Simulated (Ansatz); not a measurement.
The cluster Ca6O5, relaxed as a singlet with RKS PBE-D4/def2-SVP in Ansatz, starting from the GFN2-xTB geometry. Force threshold 0.03 eV/Å.

The structure holds one bond between oxygen atoms, so isomers without such links may lie far lower. The restricted singlet is unstable towards broken spin symmetry in Hartree–Fock (as tested in another run); at PBE-D4/def2-SVP this wasn't settled. The structure comes from a short search, and lower isomers may exist.

Start:

Cartesian coordinates in Å:
```
Ca 0.4292 0.7845 0.7326
Ca -0.7413 -1.8175 -0.5155
Ca -0.1026 -4.7980 -1.7631
Ca 1.4246 3.6311 -0.2688
Ca 1.5915 2.6379 2.6342
Ca -3.3363 -3.7434 -0.8606
O -1.4242 -3.2416 -1.4890
O -0.1531 -0.8869 1.0731
O -0.4459 3.0603 0.3286
O 2.5358 2.1929 0.9688
O 0.2223 2.1807 -0.8402
```

(1) Estimate the energy that the relaxation releases and the steps that it takes.

(2) Does the start keep its bonding?

(3) Predict the relaxed structure.

## Answers

(1) 179.8 kcal/mol, in 30 steps; 2.5 min on 4 threads of AMD EPYC 7B13 on a shared host. The force fell under the threshold at step 26, but the optimiser went on. No frequencies were taken in this run, so the end may be a saddle point.

(2) Bonds formed: Ca2–O9, Ca2–O11, Ca3–O8 (atoms count from 1). Metal–metal contacts that move far: Ca1–Ca5 2.90 to 4.16 Å, Ca2–Ca6 3.25 to 4.13 Å.

(3) 
```xyz
11

Ca    1.127    0.291    1.097
Ca   -1.086   -0.575   -1.047
Ca   -0.568   -3.482    0.101
Ca    0.631    3.237   -0.007
Ca    3.010    3.757    2.428
Ca   -3.046   -4.002   -2.271
O    -1.842   -2.600   -1.394
O     0.175   -1.557    0.471
O    -0.687    1.399    0.097
O     1.869    2.341    1.475
O     0.415    1.191   -0.951
```
Bond lengths (bridged metal pairs left out): 15 × Ca–O 2.05 to 2.35 Å; 1 × O–O 1.53 Å.
